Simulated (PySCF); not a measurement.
Electric field gradients and quadrupole coupling constants

C5H9O2P.
SMILES with atom numbers: `[CH2:1]=[CH:2][CH2:3][P@@:4](=[O:5])([OH:6])[CH:7]=[CH2:8]` (hydrogens: H9, H10 on C1; H11 on C2; H12, H13 on C3; H14 on O6; H15 on C7; H16, H17 on C8)

Structure used (GFN2-xTB), in Å, numbered top down from 1:
```
atom  x, y, z in Å
C1     2.5971   -0.8944    1.3318
C2     1.8849    0.1168    0.8698
C3     0.4076    0.2312    1.0100
P4    -0.2991    0.0420   -0.6833
O5     0.2960    0.8799   -1.7298
O6    -0.0761   -1.5313   -0.9804
C7    -2.0994    0.1897   -0.4913
C8    -2.7467    1.1185   -1.1697
H9     3.6617   -0.9546    1.1852
H10    2.1429   -1.7002    1.8856
H11    2.3520    0.9146    0.3081
H12   -0.0002   -0.5439    1.6573
H13    0.1156    1.2168    1.3773
H14    0.3602   -1.6076   -1.8306
H15   -2.5879   -0.4988    0.1812
H16   -2.2018    1.7749   -1.8292
H17   -3.8139    1.2584   -1.1021
```

Field gradients from the PBE0/pcSseg-1 density (PySCF, non-relativistic), principal values in atomic units, ordered |Vxx| ≤ |Vyy| ≤ |Vzz|:

| atom | Vxx | Vyy | Vzz |
| --- | --- | --- | --- |
| O5 | -0.3078 | -0.4693 | 0.7771 |
| O6 | -0.1317 | -1.3945 | 1.5263 |

Find the asymmetry η = (Vxx − Vyy)/Vzz and the couplings χ = eQV/h (234.96 MHz × Q in barn × V in au), with Q(17O) = −0.0256 b.

```json
{"atom": "O5", "environment": "phosphoryl oxygen", "nucleus": "17O", "η": "0.21", "χzz (MHz)": "-4.674", "χxx (MHz)": "1.851", "χyy (MHz)": "2.823"}
{"atom": "O6", "environment": "hydroxyl oxygen", "nucleus": "17O", "η": "0.83", "χzz (MHz)": "-9.18", "χxx (MHz)": "0.79", "χyy (MHz)": "8.39"}
```

The tensor is traceless: Vxx + Vyy + Vzz = 0.

What is Vzz at O5 in SI units (1 au = 9.71736 × 10²¹ V/m²)?

0.7771 au = 7.551 × 10²¹ V/m².

And the gradient at the other heavy atoms, for which no coupling is worked out here?

| atom | environment | Vzz (au) | η |
| --- | --- | --- | --- |
| C1 | terminal =CH2 carbon | 0.297 | 0.41 |
| C2 | alkene CH carbon | 0.308 | 0.72 |
| C3 | sp3 carbon bound to phosphorus | -0.049 | 0.92 |
| P4 | phosphoryl phosphorus | 0.707 | 0.67 |
| C7 | alkene CH carbon | 0.276 | 0.68 |
| C8 | terminal =CH2 carbon | 0.434 | 0.23 |

Were the hydrogens deuterons (Q(2H) = 0.00286 b), χzz would run from 205 kHz (H13) to 325 kHz (H14).

One conformer (not necessarily the lowest) at the GFN2-xTB geometry, without solvent, vibrations or thermal averaging. GFN2-xTB bond lengths can be off by several hundredths of an ångström, more for odd bonds, and the gradients follow them. A larger basis could move these couplings by a tenth or more.

These values come from a run that also computed NMR shieldings. Hardware: Arm Neoverse V1, one thread, on a shared host. Cost: 29 s of wall time.
